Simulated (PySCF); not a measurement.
Radial density of Ho (holmium, neutral)

BLYP, [Xe] 4f11 5d1 6s1, one real determinant (an excited configuration). Calculation: PySCF 2.14, in ANO-RCC-VTZP; the spin-free X2C one-electron Hamiltonian (Gaussian nucleus).

```json
{"r (bohr)": "0.0196", "4πr²ρ (e/bohr)": "84.71", "4πr²(ρα − ρβ)": "0.0016"}
{"r (bohr)": "0.0330", "4πr²ρ (e/bohr)": "82.70", "4πr²(ρα − ρβ)": "0.0041"}
{"r (bohr)": "0.0556", "4πr²ρ (e/bohr)": "117.0", "4πr²(ρα − ρβ)": "0.0127"}
{"r (bohr)": "0.0935", "4πr²ρ (e/bohr)": "99.19", "4πr²(ρα − ρβ)": "0.0351"}
{"r (bohr)": "0.157", "4πr²ρ (e/bohr)": "103.4", "4πr²(ρα − ρβ)": "0.2794"}
{"r (bohr)": "0.264", "4πr²ρ (e/bohr)": "67.67", "4πr²(ρα − ρβ)": "1.5046"}
{"r (bohr)": "0.445", "4πr²ρ (e/bohr)": "56.00", "4πr²(ρα − ρβ)": "3.6841"}
{"r (bohr)": "0.748", "4πr²ρ (e/bohr)": "30.84", "4πr²(ρα − ρβ)": "2.9708"}
{"r (bohr)": "1.26", "4πr²ρ (e/bohr)": "11.80", "4πr²(ρα − ρβ)": "1.1482"}
{"r (bohr)": "2.12", "4πr²ρ (e/bohr)": "3.182", "4πr²(ρα − ρβ)": "0.5544"}
{"r (bohr)": "3.56", "4πr²ρ (e/bohr)": "0.6262", "4πr²(ρα − ρβ)": "0.5181"}
{"r (bohr)": "5.99", "4πr²ρ (e/bohr)": "0.1361", "4πr²(ρα − ρβ)": "0.1351"}
{"r (bohr)": "10.1", "4πr²ρ (e/bohr)": "0.003676", "4πr²(ρα − ρβ)": "0.0036"}
{"r (bohr)": "16.9", "4πr²ρ (e/bohr)": "1.069e-05", "4πr²(ρα − ρβ)": "0.0000"}
```

Densities and radii are taken from the X2C orbitals without a picture-change correction, which distorts them close to the nucleus.

⟨L²⟩ = 40.03 against 72 for a pure L term, so this real determinant mixes terms. Spin-orbit coupling, absent here, splits the open shell strongly. At BLYP the highest occupied level has a positive energy, so only the finite basis holds that electron; for this excited configuration the basis is too tight for the outer shell.
